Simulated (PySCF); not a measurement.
Computed shifts of a molecule CH4F2OSi, PySCF with PBE0/pcSseg-1, GIAO, gas phase, equivalent atoms averaged, in ppm (number of nuclei): ¹³C: -6.1 (1). ²⁹Si: -33.7 (1). ¹⁹F: -145.2 (2). ¹H: 2.65 (1), 0.61 (3). References: ¹³C against TMS (σ = 186.3 ppm); ²⁹Si against TMS (σ = 352.7 ppm); ¹⁷O against H2O (σ = 334.2 ppm); ¹⁹F against CFCl3 (σ = 167.2 ppm); ¹H against TMS (σ = 31.56 ppm), references at their B3LYP-D3(BJ)/def2-TZVP geometries, non-relativistic. Coordinates come from a ωB97X-D3(BJ)/def2-SVP optimisation. Other conformers were not sampled.

Problem. Which molecule gave these data?
A) O[SiH2]C(F)F
B) C[Si](O)(F)F
C) O[Si@@H](F)CF
D) OC[SiH](F)F

Solution. B, C[Si](O)(F)F
